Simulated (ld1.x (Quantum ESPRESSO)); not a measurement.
What one change does to a pseudopotential (P, PAW)

| Quantity | Value |
| --- | --- |
| Element | phosphorus (P) |
| Generator | ld1.x (Quantum ESPRESSO) 7.5 |
| Type | PAW |
| Functional | LDA (PZ) |
| Relativity | scalar-relativistic |
| Frozen core | [Ne] |
| Valence charge | 5 |
| Reference configuration | 3s2 3p0 (charge +3) |
| Partial waves | 3s (bound): rcut 1.25, rcutus 1.65 bohr; 3s channel at -1 Ry: rcut 1.25, rcutus 1.65 bohr; 3p (bound, empty): rcut 1.25, rcutus 1.40 bohr; 3p channel at -1.95 Ry: rcut 1.25, rcutus 1.40 bohr; 3d channel at 0.1 Ry: rcut 1.10, rcutus 1.50 bohr |
| Local potential | all-electron potential smoothed inside 1.35 bohr (lloc = -1) |
| Core correction | Bessel-smoothed model core inside 0.80 bohr |
| Augmentation charge | PSQ, radius 1.20 bohr |

Change: waves 3p (bound): rcut 1.25, rcutus 1.54 bohr; 3p channel at -1.95 Ry: rcut 1.25, rcutus 1.54 bohr.

Cutoffs: the cutoffs (Ry, on a coarse ladder) from which the occupation-weighted sum of valence levels, in a spherical-Bessel basis at the reference potential, stays within 10 and 1 mRy of its value at 400 Ry; they do not see the model core or the augmentation charge, which bear on the density cutoff. Errors are all-electron minus pseudo energies relative to the spin-unpolarised reference configuration.

Q: Predict the effect on cutoff, ghosts and configuration errors.

A: The potential gets neither clearly harder nor softer (10 Ry and 18 Ry → 10 Ry and 18 Ry); the errors of the 9 common tests hardly move; the range in which the p phases agree widens (upper end 2.9 → 4.4); neither file shows a bound ghost.

```csv
quantity,base,changed
"cutoff, loose",10 Ry,10 Ry
"cutoff, tight",18 Ry,18 Ry
bound ghosts,none,none
"error for 3s2 3p3, meV [ΔE -58.96 eV]",-34,-34
"error for 3s2 3p2, meV [ΔE -49.14 eV]",-25,-25
"error for 3s2 3p1, meV [ΔE -29.89 eV]",-9.8,-9.7
"error for 3s1 3p0, meV [ΔE 52.19 eV]",-33,-33
"error for 3s2 3p3.3, meV [ΔE -60.30 eV]",-35,-35
"error for 3s1 3p3, meV [ΔE -40.07 eV]",-21,-21
"error for 3s1 3p4, meV [ΔE -50.47 eV]",-28,-28
"error for 3s2 3p3 (spin-polarised), meV [ΔE -60.47 eV]",-34,-34
"error for 3s2 3p2 (spin-polarised), meV [ΔE -49.99 eV]",-26,-26
s: phases at 1.80 bohr within 0.05 rad from the reference energy up to (Ry; the scan ends near 5),4.5,4.5
p: phases at 1.80 bohr within 0.05 rad from the reference energy up to (Ry; the scan ends near 5),2.9,4.4
d: phases at 1.80 bohr within 0.05 rad from the reference energy up to (Ry; the scan ends near 5),4.5,4.5
lowest overlap eigenvalue by channel,"s 0.42, p 0.74, d 1.00","s 0.42, p 0.73, d 1.00"
```
